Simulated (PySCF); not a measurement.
Below is a simulated gas-phase C 1s photoelectron spectrum of `CB([C@H]1C(=C)CC1)C`.

Every computed line was given a Gaussian of 0.4 eV full width at half maximum and an area set by the number of equivalent atoms; the highest printed point is 100. Computed with delta-SCF UKS SCAN, pcX-2 on the ionised atom, pcseg-1 elsewhere, spin-free X2C (PySCF).

binding energy (eV), intensity and a bar:
```
    289.0          0 
    289.1          1 
    289.2          3 #
    289.3         10 ###
    289.4         26 ########
    289.5         54 ################
    289.6         84 #########################
    289.7        100 ##############################
    289.8         91 ###########################
    289.9         65 ###################
    290.0         44 #############
    290.1         45 ##############
    290.2         62 ###################
    290.3         75 #######################
    290.4         71 #####################
    290.5         50 ###############
    290.6         27 ########
    290.7         11 ###
    290.8          3 #
    290.9          1 
    291.0          0
```

**Question.** How many maxima does the curve show, and how many computed lines lie under it?

**Answer.** The curve has 2 maxima (at 289.7 and 290.3 eV). Under it lie 6 lines from 6 inequivalent carbon sites. At this width some lines have no maximum of their own.

**Question.** Decompose the envelope and assign each component. Numbering: `[CH2:1]=[C:2]1[CH2:3][CH2:4][C@H:5]1[B:6]([CH3:7])[CH3:8]`.

**Answer.** 
```tsv
position (eV)	relative area	line	atoms	environment
289.58	1	C 1s	C1	terminal =CH2 carbon
289.69	1	C 1s	C5	sp3 carbon bound to boron
289.77	2	C 1s	C7/C8	sp3 carbon bound to boron
290.26	1	C 1s	C4	four-membered-ring carbon
290.30	1	C 1s	C2	fully substituted alkene carbon
290.43	1	C 1s	C3	allylic carbon
```

**Question.** What are the centre and the root-mean-square width of the whole band?

**Answer.** The area-weighted mean of the lines is 289.98 eV. Their own spread about it is 0.32 eV (rms) and each Gaussian has σ = 0.4/2.355 = 0.17 eV; the variances add, which gives 0.36 eV.

The listed C 1s values span 0.85 eV, from C1 (bonded to C (double bond) and 2 H) to C3 (bonded to 2 C and 2 H). Summing the Pauling electronegativity differences to the bonded atoms, each weighted by its formal bond order, gives -0.70 for the lowest site and -0.70 for the highest; the largest sum, 0.00, belongs to C2, 0.13 eV below the top. The smallest sum, -1.56, belongs to C7/C8, 0.19 eV above the lowest. The values 290.26 and 290.30 eV lie too close for their order to be trusted.

The curve has no shake-up lines and no vibrational structure. Topologically equivalent atoms share the value of their first member; where this conformer doesn't relate them by symmetry, their own values could differ. The unrestricted hole states depart most from a pure doublet (⟨S²⟩ = 0.75; over 0.85 named) for C 1s of C2 (0.86), which makes this value less certain. The structure is a single PBE0-D3(BJ)/def2-SVP conformer in the gas phase; no vibrational or solvent corrections.

The values belong to the conformer `[CH2:1]=[C:2]1[CH2:3][CH2:4][C@H:5]1[B:6]([CH3:7])[CH3:8]`: C4–C5–B6–C7 -170°.
